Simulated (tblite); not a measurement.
A tight-binding relaxation on `C#CCC[Si@]1(F)C[SiH2][SiH2]1`.

Computed with GFN2-xTB geometry optimisation, gas phase (tblite 0.8.0). Start geometry: from a force field or distance geometry. A driver script takes a list of jobs; this job's settings line and coordinates (Å) are shown.

Command:
```bash
OMP_NUM_THREADS=1 python probes_run.py task.json out
```

Input:
```
{"job": {"kind": "relax", "xc": "GFN2-xTB", "basis": "xTB"}, "charge": 0, "multiplicity": 1}
C      2.763600     2.029700    -0.987400
C      2.631000     0.907100    -0.607800
C      2.509700    -0.487300    -0.117900
C      1.125400    -1.070500    -0.449500
Si    -0.296400    -0.506300     0.586900
F     -0.019900    -0.744900     2.130900
C     -1.907300    -1.351400     0.058600
Si    -2.959800     0.173300     0.515100
Si    -1.166600     1.511500     0.078700
H      2.861100     3.034400    -1.326500
H      3.264100    -1.094900    -0.617800
H      2.705000    -0.535200     0.956100
H      0.897000    -0.928100    -1.495000
H      1.207300    -2.164800    -0.305500
H     -1.952900    -1.586000    -1.002200
H     -2.156000    -2.248300     0.651700
H     -3.382600     0.178800     1.940400
H     -4.113000     0.353600    -0.416300
H     -1.063200     1.913100    -1.351100
H     -0.951300     2.626800     1.056400
```

Output:
```
step      E/eV     max force
  0    -711.37673    1.767
  1    -711.48238    3.517
  2    -711.54415    2.142
  3    -711.61123    0.563
  4    -711.65139    0.536
  5    -711.72191    1.018
  6    -711.75979    0.667
  7    -711.79180    0.437
  8    -711.81394    0.399
  9    -711.83630    0.529
... (93 lines left out)
103    -711.98431    0.017
104    -711.98437    0.017
105    -711.98442    0.014
106    -711.98445    0.029
107    -711.98446    0.061
108    -711.98450    0.014
109    -711.98453    0.026
110    -711.98457    0.036
111    -711.98460    0.018
112    -711.98461    0.007
```

«max force» is the largest atomic force in eV/Å.

**Question.** From which step on does the largest force stay under 0.1 eV/Å, and how much energy is left to gain from there?

**Answer.** From step 37 (0.079 eV/Å), 26.6 meV above the end.

Summary of the converged run: energy lowered by 14.0 kcal/mol over 112 steps; largest atomic force 0.007 eV/Å at the end.

**Question.** Estimate the wall time. Hardware: Intel Xeon at 2.50 GHz, one thread, on a shared host.

**Answer.** About 4.9 s.
Labels such as C1 count atoms from 1, the log's own numbers from 0.
